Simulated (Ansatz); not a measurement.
Species: MgO, net charge 0, triplet state. This is an excited triplet: at this geometry the singlet lies 0.07 eV lower at CCSD(T)/CBS(def2-TZVPPD,def2-QZVPPD). SMILES: [O][Mg]
Geometry from a B3LYP-D3(BJ)/def2-TZVP (Ansatz, a quantum-chemistry and plane-wave program) optimisation:
```xyz
2

Mg     0.0000     0.0000    -0.7564
O      0.0000     0.0000     1.1347
```
Charge 0, spin multiplicity 3.

Question: Give the harmonic wavenumbers at B3LYP-D3(BJ)/def2-TZVP (Ansatz, finite differences of forces, unscaled).

Answer: 617 cm⁻¹. Zero-point energy 0.9 kcal/mol.

Question: From these and the geometry, give the ideal-gas thermochemistry at 298.15 K and 1 atm (rigid rotor, harmonic oscillator).

Answer: Point group C∞v, rotational symmetry number 1. Rotational constants 14.65, 14.65 GHz. S(trans) 37.01, S(rot) 14.01, S(vib) 0.42, S(elec, spin only) 2.18, S 53.6 cal/(mol K). H(298) - H(0) 2.17 kcal/mol; G - E(el) -12.9 kcal/mol.
